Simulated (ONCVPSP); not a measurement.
**Before and after: ONCV potential for gold**

Au, optimised norm-conserving Vanderbilt (ONCV), made with ONCVPSP 4.0.1 (PBE, scalar-relativistic). Core [Kr] 4d10 4f14, reference 5s2 5p6 5d10 6s1. Waves: 5s+6s: rc 1.25 bohr, ncon 4, nbas 7, qcut 7.6 1/bohr, 2 projectors; 5p: rc 1.35 bohr, ncon 4, nbas 7, qcut 8 1/bohr, 2 projectors, debl 2.1 Ha; 5d: rc 1.55 bohr, ncon 4, nbas 8, qcut 6.6 1/bohr, 2 projectors, debl 0.8 Ha; f scattering state at 0.09 Ha: rc 1.35 bohr, ncon 3, nbas 6, qcut 7.8 1/bohr, 1 projector. Local part: polynomial inside 1.00 bohr (lpopt 5, dvloc0 -1 Ha). Core correction: none.

In the p channel the program set the typed energies aside and used -2.197, 0.250 Ha.

Change: d: rc 1.26.

Cutoffs: the cutoffs (Ha) at which the residual kinetic energy of the hardest occupied pseudo-wave falls to 1 and 0.1 mHa per electron; they do not see the model core or the augmentation charge, which bear on the density cutoff. Errors are all-electron minus pseudo energies relative to the spin-unpolarised reference configuration.

**Question.** Predict the effect on cutoff, ghosts and configuration errors.

**Answer.** The potential gets neither clearly harder nor softer (36 Ha and 77 Ha → 36 Ha and 77 Ha); the errors of the 4 common tests hardly move; neither file shows a bound ghost.

```csv
quantity,base,changed
"cutoff, loose",36 Ha,36 Ha
"cutoff, tight",77 Ha,77 Ha
loose cutoff by channel,"s 36 Ha, p 29 Ha, d 20 Ha","s 36 Ha, p 29 Ha, d 20 Ha"
bound ghosts,none,none
GHOST(+) flags under 300 eV,s at 98.4 eV,s at 98.4 eV
"error for 5s2 5p6 5d10 6s0, meV [ΔE 9.41 eV]",-3.7,-3.7
"error for 5s2 5p6 5d9 6s0, meV [ΔE 30.62 eV]",-5.7,-5.0
"error for 5s2 5p6 5d8 6s0, meV [ΔE 64.49 eV]",-15,-13
"error for 5s2 5p6 5d7 6s0, meV [ΔE 112.21 eV]",-35,-32
s: phases at 1.27 bohr within 0.05 rad from the reference energy up to (Ha; the scan ends near 5),3.3,3.3
p: phases at 1.37 bohr within 0.05 rad from the reference energy up to (Ha; the scan ends near 5),to the end of the scan,to the end of the scan
f: phases at 1.37 bohr within 0.05 rad from the reference energy up to (Ha; the scan ends near 5),1.1,1.1
```
